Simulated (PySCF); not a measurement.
Cl3Tl. Atoms are numbered in the order given.

```xyz
4

Tl     0.0000     0.0000     0.0000
Cl     2.4140     0.0000     0.0000
Cl    -1.2070     2.0906     0.0000
Cl    -1.2070    -2.0906     0.0000
```
Charge 0, spin multiplicity 1.

The structure is a stationary point at B3LYP-D3(BJ)/def2-SVP. The def2 effective core potentials stand for the cores of Tl; spin–orbit coupling is left out.

These are PySCF with PBE/def2-TZVPD values and carry that method's errors.

Symmetry labels are those of the subgroup C2v that the program uses (full group D3h).

Computed valence orbital energies around the gap with their symmetry:
| orbital | symmetry | energy (eV) |
|---|---|---|
| HOMO−7 | B1 | -9.43 |
| HOMO−6 | A1 | -9.43 |
| HOMO−5 | B2 | -8.55 |
| HOMO−4 | B2 | -8.15 |
| HOMO−3 | A2 | -8.15 |
| HOMO−2 | B1 | -8.08 |
| HOMO−1 | A1 | -8.05 |
| HOMO | B1 | -8.05 |
| LUMO | A1 | -5.18 |
| LUMO+1 | B2 | -2.74 |
| LUMO+2 | A1 | -0.40 |
| LUMO+3 | B1 | -0.39 |
